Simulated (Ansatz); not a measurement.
Isolated molecules relaxed with PBE0-D4/def2-TZVP in Ansatz; ΔE leaves out vibrations. CBS: MP2 limit from def2 TZ/QZ plus the TZ coupled-cluster correction, frozen cores. This one scheme is used for every species. DFT in def2-TZVPP. One conformer a species, not always the lowest.

Reaction (cleavage of the Al–Si bond): `C[O][Al]([F])[SiH3]` + `O[SiH3]` → `C[O][Al]([F])[O][SiH3]` + SiH₄

CCSD(T)/CBS gives -147.4 kJ/mol.

Question: Another level gave -143.4 kJ/mol. Which?
A. B2PLYP/def2-TZVPP
B. SCS-MP2/def2-TZVPP
C. PBE0/def2-TZVPP
D. r2SCAN-D4/def2-TZVPP

Answer: D. r2SCAN-D4 -143.4, B2PLYP -152.2, SCS-MP2/def2-TZVPP -161.1, PBE0 -127.7 kJ/mol.

Largest T1 diagnostic among the species: 0.013.

In def2-TZVPP, CCSD(T) changes the Hartree–Fock value by +22.8 kJ/mol (the triples alone add +3.8 kJ/mol) and MP2 by +14.5 kJ/mol. From PBE to PBE0 (25 % exact exchange), in def2-TZVPP and without D4, ΔE moves by −10.2 kJ/mol.

CCSD(T)/CBS has its own doubt, a few kJ/mol and more with outer-core shells, so smaller differences from it don't rank the levels.
